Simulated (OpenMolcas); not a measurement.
An atom or ion with 25 electrons was computed by SS-CASPT2, IPEA 0.25 Eh, imaginary shift 0.1 Eh with spin-orbit coupling (OpenMolcas, ANO-RCC-VTZP, DKH2). The lowest levels that the run gave, each within 12 % of the measured value where one is at hand:

```
   J  Parity  E (cm⁻¹)      g
 9/2    even       0.0  1.334
 7/2    even       856  1.238
 5/2    even      1482  1.029
 3/2    even      1910  0.400
 5/2    even     15530  1.600
 3/2    even     15840  1.724
 1/2    even     16220  2.649
 9/2    even     16870  1.108
 7/2    even     17690  0.889
 3/2    even     21850  1.234
11/2    even     22660  1.091
 1/2    even     22860  0.688
```

Q: Which ion is it, and what are the configurations and terms?

A: Co2+ (Z = 27, charge +2; active space 7 electrons in 5 orbitals (3d)). J, parity and g give the terms where levels are pure, and mixed ones are named by the computed weights; the size of the splittings, set against known spectra of the 25-electron sequence, gives the charge. In order, with the measured energies in cm⁻¹ (Sugar and Corliss, J. Phys. Chem. Ref. Data 10, 1097 (1981)): 3d⁷ ⁴F_9/2, 3d⁷ ⁴F_7/2 (841), 3d⁷ ⁴F_5/2 (1451), 3d⁷ ⁴F_3/2 (1867), 3d⁷ ⁴P_5/2 (15202), 3d⁷ ⁴P_3/2 (15428), 3d⁷ ⁴P_1/2 (15811), 3d⁷ ²G_9/2 (16978), 3d⁷ ²G_7/2 (17766), 3d⁷ ²P_3/2 (20195), 3d⁷ ²H_11/2 (22720), 3d⁷ ²P_1/2.

CASPT2 breaks the degeneracy within a term, and the mean is taken; among the terms shown or strongly mixed into the levels shown the widest spread is 1100 cm-1 (3d⁷ ²H). Terms from blocks run as CI alone lack orbitals of their own. The CASPT2 spread within a term exceeds the gap to the next term for 3d⁷ ²P and 3d⁷ ²H, 3d⁷ ²H and 3d⁷ ²D(1), so the order of their levels is uncertain. Measured partners are found by configuration, term and J. A level has none where our copy of the source lacks it or the pairing is in doubt (some pairs that miss far off the trend of their configuration count as doubtful), and it then counts in no deviation. Only configurations of the active space appear.

A number in round brackets counts repeated terms of one configuration in the order of the reference energies.
